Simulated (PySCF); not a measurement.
CH7ClGeSi, SMILES [GeH3][CH2][SiH2]Cl. Atoms are numbered in the order given.

```xyz
11

Si     1.2413    -1.1474     0.3716
Cl     2.0445     0.7381     0.7791
C     -0.1697    -0.9623    -0.8397
Ge    -1.5052     0.4170    -0.3574
H      0.7590    -1.7192     1.6574
H      2.3395    -1.9926    -0.1715
H     -0.6882    -1.9338    -0.9175
H      0.2246    -0.7204    -1.8401
H     -0.9615     1.8176    -0.6874
H     -1.8223     0.3267     1.1495
H     -2.8001     0.1676    -1.1598
```

Geometry optimised at B3LYP-D3(BJ)/def2-SVP. The structure was generated by enumeration, and PubChem lists no compound with its InChIKey, so it may never have been made. The values are those of a single conformer.

Two levels are set side by side: PBE/pcSseg-1 (PySCF) and HF/pcSseg-1 (PySCF). GIAO shifts against GeH4 (⁷³Ge), HCl (³⁵Cl), TMS (²⁹Si), TMS (¹H), TMS (¹³C) at the same level; non-relativistic, no solvent, atoms listed together averaged. Without spin–orbit terms, shifts of atoms bonded to Cl or Br come out too high at both levels. Differences are taken from unrounded values.

| quantity | HF | PBE | PBE minus HF |
|---|---|---|---|
| δ(²⁹Si) of Si1 (ppm) | -5.6 | 2.1 | 7.7 |
| δ(³⁵Cl) of Cl2 (ppm) | -69.5 | -29.4 | 40.2 |
| δ(¹³C) of C3 (ppm) | -8.0 | -1.4 | 6.7 |
| δ(⁷³Ge) of Ge4 (ppm) | 86.4 | 114.2 | 27.8 |

Rough cost on one machine, each run with all the roots and properties that it gave: HF against PBE within a factor of 2.
